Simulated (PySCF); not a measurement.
Computed IR spectrum (relative IR intensity) of a molecule C6H12. Coordinates come from a PBE-D3(BJ)/def2-SVP optimisation. Other conformers were not sampled. All values below come from PBE-D3(BJ)/def2-SVP in PySCF. Harmonic, unscaled wavenumbers; measured fundamentals usually lie a few per cent lower.

ν (cm⁻¹): 509 (vw), 707 (w), 763 (vw), 798 (w), 872 (w), 891 (vw), 904 (m), 929 (vw), 957 (m), 1007 (m), 1021 (vw), 1031 (w), 1078 (m), 1096 (w), 1125 (w), 1213 (vw), 1282 (w), 1308 (w), 1332 (w), 1341 (w), 1360 (w), 1381 (w), 1415 (w), 1427 (m), 1435 (m), 1451 (w), 2941 (s), 2961 (s), 2969 (s), 3048 (m), 3052 (s), 3054 (vs), 3059 (vs), 3063 (vs), 3157 (m) (against the strongest line: vs over 80 %, s over 45 %, m over 15 %, w over 4 %, vw less)

Q: Which structure fits?
A) C/C=C(/C)CC
B) C[C@@H]1CC1(C)C
C) C/C=C/CCC
D) CC(C)C1CC1

A: D, CC(C)C1CC1
